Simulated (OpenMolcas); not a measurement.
C3H10OSi (trimethylsilanol): a line through the functionals

C3H10OSi: 15 atoms, total charge 0, spin state singlet. As SMILES, `C[Si](C)(C)O`. The coordinates come from a PBE0-D4/def2-TZVP relaxation. This is one conformer, not always the lowest.

The vertical energy of the triplet above the singlet y, in eV, basis 6-31G(d); a is the functional's share of exact exchange. Programs: OpenMolcas 26.06.

| functional | program | a | y (eV) |
| --- | --- | --- | --- |
| r2SCAN | OpenMolcas | 0 | 7.37 |
| TPSS | OpenMolcas | 0 | 7.18 |
| B3LYP | OpenMolcas | 0.2 | ? |
| PBE0 | OpenMolcas | 0.25 | 7.55 |
| BHLYP | OpenMolcas | 0.5 | 7.90 |

Question: Fit y = c + s·a to the known rows and predict B3LYP.

Answer: 
1. Means of the 4 rows: a = 0.1875, y = 7.500.
2. Σ(Δa)² = 0.17188, Σ(Δa·Δy) = 0.2125, so the slope is 0.2125/0.17188 = 1.2363.
3. Intercept: 7.500 − (1.2363) × 0.1875 = 7.268. The largest residual of the fit is 0.10.
4. B3LYP: 7.268 + (1.2363) × 0.2 = 7.52 eV.

The run gave 7.49 eV, so the prediction is off by +0.03 eV, within the largest residual. The rows mix families of semi-local functionals, which the line can't see.
